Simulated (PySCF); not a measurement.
An unknown shows these calculated signals:

¹H NMR (400 MHz, computed): δ 6.18 (m, 1H), 5.74 (m, 1H), 5.55 (m, 1H), 5.10 (s, 3H), 3.69 (d, 2H).

¹³C{¹H} NMR (computed): δ 184.4 (C), 177.6 (C), 141.0 (CH), 126.7 (CH2), 38.3 (CH2).

No solvent, a single conformation, no relativistic terms, rapidly exchanging positions averaged. Geometry from GFN2-xTB; shielding tensors at PBE0/pcSseg-1 (GIAO); PySCF 2.14.

Shifts are taken against calculated references (same method and geometry level): ¹H (σref 31.72), ¹³C (σref 186.93) vs TMS.

Which of these does the molecule contain: a vinyl group CH=CH2, a benzene ring, a CF3 group, a non-aromatic C=C double bond, a tert-butyl group, a Si–H bond?

## Answers


- A vinyl group CH=CH2: yes (δC 126.7, 141.0; δH 5.74 (m), 5.55 (m), 6.18 (m)).
- A benzene ring: no.
- A CF3 group: no.
- A non-aromatic C=C double bond: yes.
- A tert-butyl group: no.
- A Si–H bond: yes (δH 5.10 (s)).

The data belong to SMILES C=CCc1nc(O[SiH3])no1, C5H8N2O2Si; they needn't prove each group on their own.

Carbon signals by region: 2 in the far downfield region (above 160 ppm), 2 in the sp2 and nitrile region (100–160 ppm), 1 below 50 ppm. Above 160 ppm: 184.4, substituted aromatic carbon next to the ring oxygen, 177.6, aromatic carbon bearing oxygen.

Shifts are as computed. Against solution values, carbons near 30 ppm lie about +3 ppm off and those near 130 ppm about +5 ppm. Of 1309 compounds with measured shifts, 239 miss one by over three times the rms of a fit or turn the order of signals round; such compounds aren't used in these exercises. Multiplicities follow the n + 1 count of equivalent neighbours, as no J values were calculated; m marks all less simple cases, F and P coupling included.
